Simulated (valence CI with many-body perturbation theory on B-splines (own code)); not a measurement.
## Tm38+: fill in the table

Computed by relativistic CI+MBPT: three valence electrons over a frozen Dirac-Fock core [Ar] 3d10, a basis of 11 s, 11 p, 9 d, 7 f, 5 g, 2 h, 1 i functions for each j, with the one-electron correlation potential Σ1, the two-electron term Σ2, the three-electron term Σ3, Breit, model QED; selected CI, second order for the rest (own B-spline code, finite nucleus).

No measured spectrum was set against this ion. As an estimate, large intervals hold to a few tenths of a per cent, small ones and those within an open d or f shell to about a per cent.

```
                     Level  E (eV)
        (4s^2 4p1/2) J=1/2    0.00
        (4s^2 4p3/2) J=3/2   67.45
        (4s 4p1/2^2) J=1/2   84.22
(4s 4p1/2 4p3/2) J=3/2 [a]  140.34
    (4s 4p1/2 4p3/2) J=5/2       ?
(4s 4p1/2 4p3/2) J=3/2 [b]  158.41
    (4s 4p1/2 4p3/2) J=1/2  161.14
        (4s 4p3/2^2) J=5/2  209.03
        (4s^2 4d3/2) J=3/2  209.66
        (4s^2 4d5/2) J=5/2       ?
        (4s 4p3/2^2) J=1/2  228.63
        (4s 4p3/2^2) J=3/2       ?
     (4p1/2^2 4p3/2) J=3/2  243.54
(4s 4p1/2 4d3/2) J=3/2 [a]  276.57
    (4s 4p1/2 4d3/2) J=5/2  282.14
    (4s 4p1/2 4d3/2) J=1/2       ?
(4s 4p1/2 4d3/2) J=3/2 [b]  294.49
(4s 4p1/2 4d5/2) J=5/2 [a]       ?
     (4p1/2 4p3/2^2) J=3/2       ?
    (4s 4p1/2 4d5/2) J=7/2  301.91
```

Levels are named by their leading jj configuration (3d3/2^4 stands for four electrons in 3d with j = 3/2), which in mixed levels can hold well under half, so a name can repeat and another be missing. Letters in brackets count levels of one name in rising energy.

(1) The levels stand in rising order. What does the calculation give for the missing energies?

Results:

(1) (4s 4p1/2 4p3/2) J=5/2 147.72; (4s^2 4d5/2) J=5/2 228.15; (4s 4p3/2^2) J=3/2 232.55; (4s 4p1/2 4d3/2) J=1/2 294.28; (4s 4p1/2 4d5/2) J=5/2 [a] 297.09; (4p1/2 4p3/2^2) J=3/2 300.30.
